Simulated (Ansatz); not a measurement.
`F[Si](F)([SiH3])Br` + HCl → `F[Si](F)(Cl)Br` + SiH₄ at 500 K and 1 bar (cleavage of the Si–Si bond).

Isolated molecules relaxed with PBE0-D4/def2-TZVP in Ansatz; ΔE leaves out vibrations. CCSD(T)/CBS is the MP2 limit (def2-TZVPP, def2-QZVPP) plus CCSD(T) − MP2 in def2-TZVPP, frozen cores. This one scheme is used for every species. For Br outer-core shells are correlated without core-valence functions, which leaves a few kJ/mol of doubt a bond. Scalar relativity is left out up to krypton.

```json
{"species": "`F[Si](F)([SiH3])Br`", "CCSD(T)/CBS energy (Eh)": "-3353.04613", "H − E (kJ/mol)": "133.5", "S (J/(mol·K))": "438.5"}
{"species": "HCl", "CCSD(T)/CBS energy (Eh)": "-460.38127", "H − E (kJ/mol)": "32.5", "S (J/(mol·K))": "201.9"}
{"species": "`F[Si](F)(Cl)Br`", "CCSD(T)/CBS energy (Eh)": "-3522.00110", "H − E (kJ/mol)": "61.1", "S (J/(mol·K))": "387.4"}
{"species": "SiH₄", "CCSD(T)/CBS energy (Eh)": "-291.46306", "H − E (kJ/mol)": "102.4", "S (J/(mol·K))": "230.9"}
```

H − E and S are ideal-gas, rigid-rotor, harmonic terms from PBE0-D4/def2-TZVP. 1 Eh = 2625.50 kJ/mol, R = 8.31446 J/(mol·K).

Problem. By hand: ΔE, ΔH, ΔS and ΔG.

Solution. ΔE = (-3522.00110) + (-291.46306) − (-3353.04613) − (-460.38127) = -0.03676 Eh = -96.5 kJ/mol. Δ(H − E) = 61.1 + 102.4 − 133.5 − 32.5 = -2.5, so ΔH = -99.0 kJ/mol. ΔS = 387.4 + 230.9 − 438.5 − 201.9 = -22.1 J/(mol·K). ΔG = -99.0 − 500 × (-22.1)/1000 = -88.0 kJ/mol.

Problem. By hand: the equilibrium constant, and the temperature at which ΔG would vanish if ΔH and ΔS stayed fixed.

Solution. log₁₀ K = −ΔG/(RT ln 10) = 9.2. ΔG = 0 at ΔH/ΔS = 4480 K, far beyond where these terms or the molecules hold.

ΔH outweighs TΔS. A doubt of 5 kJ/mol in ΔE shifts log₁₀ K by 0.5 here. These are equilibria of isolated gas molecules and say nothing of rates. Largest T1 diagnostic: 0.011 (customary marks: 0.02 for closed shells, 0.045 for open ones).
